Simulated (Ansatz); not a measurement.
Diatomic PS, multiplicity 2 (the spin of the measured ground state). The T1 diagnostic near the minimum is 0.065, so single-reference values are doubtful.

D_e counts from the fitted minimum to each atom's lowest state at the same level, without counterpoise.

Programs: Ansatz (Gaussian orbitals). Each number belongs to the level named beside it.

PBE/def2-TZVPP gives 471.9 kJ/mol for the bond energy D_e.

Q: Predict the shift from PBE, with its sign, for: r2SCAN/def2-TZVPP, B3LYP/def2-TZVPP, wB97M-V/def2-TZVPP.

A: r2SCAN/def2-TZVPP -30.0; B3LYP/def2-TZVPP -35.2; wB97M-V/def2-TZVPP -22.4 kJ/mol. 0 of 3 lie above PBE; the widest gap is to B3LYP/def2-TZVPP.

Ansatz is a quantum-chemistry and plane-wave program.
